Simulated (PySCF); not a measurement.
Worked example: chemical shift, span and skew from a shielding tensor

Ga(Me)(OH)2 (CH5GaO2), SMILES [Ga]([OH])([OH])[CH3]. Atoms are numbered in the order given.

```xyz
9

Ga     0.0020    -0.0027     0.0033
C     -1.3699    -1.4031    -0.0534
H     -0.9708    -2.3148    -0.5399
H     -2.2379    -1.0364    -0.6335
H     -1.7025    -1.6700     0.9687
O     -0.2329     1.5331    -0.9095
H      0.5315     2.1264    -0.7875
O      1.5835    -0.0053     0.8871
H      1.7321    -0.8263     1.3899
```
Charge 0, spin multiplicity 1.

Geometry: PBE-D3(BJ)/def2-SVP. The values are those of a single conformer.

GIAO shieldings from PBE0/pcSseg-1 run with PySCF, non-relativistic, no solvent. The symmetric part of the tensor of C2 has the principal values 189.5, 192.8, 197.9 ppm. The same nucleus in TMS has σ = 186.3 ppm at this level (PySCF, at its B3LYP-D3(BJ)/def2-TZVP geometry).

Task: Work out the isotropic shielding, the ¹³C shift against TMS, the span and the skew.

Result: 
σ(iso) = (σ11 + σ22 + σ33)/3 = 193.4 ppm. δ = σ(ref) − σ(iso) = 186.3 − (193.4) = -7.1 ppm.
Span Ω = σ33 − σ11 = 8.4 ppm. Skew κ = 3(σ(iso) − σ22)/Ω = 0.21. Tumbling in solution averages the tensor to δ; in a static solid the shielding alone would spread this spin-1/2 line over Ω.
